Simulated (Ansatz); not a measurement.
```xyz
11

C    -1.0072   -1.5461    0.1531
Al    0.1038    0.0014   -0.2026
C     0.4759    1.5293    0.9299
C     0.9652    0.0278   -1.9547
N     1.4749    0.0427   -2.9904
H    -1.4686   -1.5241    1.1426
H    -1.8058   -1.6250   -0.5920
H    -0.4215   -2.4677    0.0720
H     1.5547    1.6642    1.0575
H     0.0231    1.4484    1.9204
H     0.1056    2.4489    0.4643
```

Charge 0, multiplicity 1.

(1) List the CAM-B3LYP/def2-TZVPP orbital energies in eV (Ansatz 0.2.0). (Estimate.)

Results:

(1) Computed: Occupied: -1526.78, -391.43, -278.87, -278.42, -278.42, -114.84, -75.60, -75.40, -75.32, -26.50, -21.25, -20.97, -15.40, -13.12, -13.02, -12.90, -12.86, -12.03, -11.08, -11.06, -10.82, -9.78. Lowest empty: -0.70, 0.64, 1.21, 2.42, 2.49, 2.67, 3.07, 3.52.
